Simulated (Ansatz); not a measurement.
Compare A (`C=C1O[SiH]1OC`) with its isomer B (`[SiH3]C1OC=CO1`).

Gas-phase electronic energies from Ansatz, PBE0-D4/def2-TZVP geometries. CBS: MP2 limit from def2 TZ/QZ plus the TZ coupled-cluster correction, frozen cores. DFT in def2-TZVPP. B3LYP here is the variant with VWN-RPA as its local correlation; programs differ in this. One conformer a species, not always the lowest.

Which isomer does CCSD(T)/CBS put lower? Give the gap. (Best estimate.)

The calculation gave: A, by 171.5 kJ/mol.

Give E(B) − E(A) in kJ/mol with BLYP-D4, PBE-D4, B2PLYP, B3LYP, B3LYP-D4, PBE0-D4, CCSD(T)/def2-SVP. (Best estimate.)

The calculation gave: BLYP-D4 173.0, PBE-D4 160.1, B2PLYP 177.5, B3LYP 175.7, B3LYP-D4 171.5, PBE0-D4 158.1, CCSD(T)/def2-SVP 114.7. None reverses the order clearly.

Does the order hold for the free energy at 298.15 K (harmonic terms from PBE0-D4)? (Estimate.)

Computed: Yes: G(B) − G(A) = +166.0 kJ/mol, for one conformer each. Modes under 60 cm⁻¹, often nearly free rotors, make the harmonic entropy too high.

Largest T1 diagnostic: 0.014.

From r2SCAN to r2SCAN0 (25 % exact exchange), in def2-TZVPP and without D4, E(B) − E(A) moves by −3.8 kJ/mol. Leaving LDA and LC-ωPBE aside and taking each functional with its dispersion term where it has one, the values, not all of them listed here, spread over 27.1 kJ/mol, from revPBE-D4 to B97M-V. LDA lies −19.7 kJ/mol from PBE without D4.
